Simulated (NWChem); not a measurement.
Species: C5H8O; SMILES CC(=O)C1CC1

All runs: NWChem. Pople sets run with spherical d functions. B3LYP is NWChem's, with the RPA form of VWN correlation. Each level has its own optimisation; frequencies are unscaled. Brackets give each atom's bonded neighbours. One conformer.

```json
[
 {"level": "Hartree-Fock/STO-3G", "r C–C [C(CCO)–C(CHHH)] (Å)": "1.542", "r C–O (Å)": "1.220", "r C–C [C(CCCH)–C(CCO)] (Å)": "1.531", "r C–C [C(CCCH)–C(CCHH)] (Å)": "1.510", "highest harmonic frequency (cm⁻¹)": "3814", "lowest (cm⁻¹)": "38", "zero-point energy (kcal/mol)": "88.4", "dipole (D)": "1.87"},
 {"level": "Hartree-Fock/3-21G", "r C–C [C(CCO)–C(CHHH)] (Å)": "1.511", "r C–O (Å)": "1.215", "r C–C [C(CCCH)–C(CCO)] (Å)": "1.481", "r C–C [C(CCCH)–C(CCHH)] (Å)": "1.523", "highest harmonic frequency (cm⁻¹)": "3434", "lowest (cm⁻¹)": "75", "zero-point energy (kcal/mol)": "80.5", "dipole (D)": "3.01"},
 {"level": "Hartree-Fock/6-31G*", "r C–C [C(CCO)–C(CHHH)] (Å)": "1.511", "r C–O (Å)": "1.196", "r C–C [C(CCCH)–C(CCO)] (Å)": "1.494", "r C–C [C(CCCH)–C(CCHH)] (Å)": "1.510", "highest harmonic frequency (cm⁻¹)": "3420", "lowest (cm⁻¹)": "70", "zero-point energy (kcal/mol)": "80.4", "dipole (D)": "3.01"},
 {"level": "B3LYP/6-31G*", "r C–C [C(CCO)–C(CHHH)] (Å)": "1.518", "r C–O (Å)": "1.221", "r C–C [C(CCCH)–C(CCO)] (Å)": "1.495", "r C–C [C(CCCH)–C(CCHH)] (Å)": "1.524", "highest harmonic frequency (cm⁻¹)": "3251", "lowest (cm⁻¹)": "74", "zero-point energy (kcal/mol)": "75.1", "dipole (D)": "2.75"},
 {"level": "LDA (Slater exchange, VWN5)/def2-SVP", "r C–C [C(CCO)–C(CHHH)] (Å)": "1.495", "r C–O (Å)": "1.218", "r C–C [C(CCCH)–C(CCO)] (Å)": "1.484", "r C–C [C(CCCH)–C(CCHH)] (Å)": "1.510", "highest harmonic frequency (cm⁻¹)": "3166", "lowest (cm⁻¹)": "70", "zero-point energy (kcal/mol)": "72.2", "dipole (D)": "2.71"},
 {"level": "PBE/def2-SVP", "r C–C [C(CCO)–C(CHHH)] (Å)": "1.517", "r C–O (Å)": "1.225", "r C–C [C(CCCH)–C(CCO)] (Å)": "1.502", "r C–C [C(CCCH)–C(CCHH)] (Å)": "1.526", "highest harmonic frequency (cm⁻¹)": "3172", "lowest (cm⁻¹)": "66", "zero-point energy (kcal/mol)": "72.3", "dipole (D)": "2.64"},
 {"level": "BLYP/def2-SVP", "r C–C [C(CCO)–C(CHHH)] (Å)": "1.528", "r C–O (Å)": "1.228", "r C–C [C(CCCH)–C(CCO)] (Å)": "1.508", "r C–C [C(CCCH)–C(CCHH)] (Å)": "1.537", "highest harmonic frequency (cm⁻¹)": "3148", "lowest (cm⁻¹)": "66", "zero-point energy (kcal/mol)": "71.9", "dipole (D)": "2.62"},
 {"level": "PBE0/def2-SVP", "r C–C [C(CCO)–C(CHHH)] (Å)": "1.507", "r C–O (Å)": "1.211", "r C–C [C(CCCH)–C(CCO)] (Å)": "1.493", "r C–C [C(CCCH)–C(CCHH)] (Å)": "1.513", "highest harmonic frequency (cm⁻¹)": "3265", "lowest (cm⁻¹)": "67", "zero-point energy (kcal/mol)": "74.9", "dipole (D)": "2.76"}
]
```
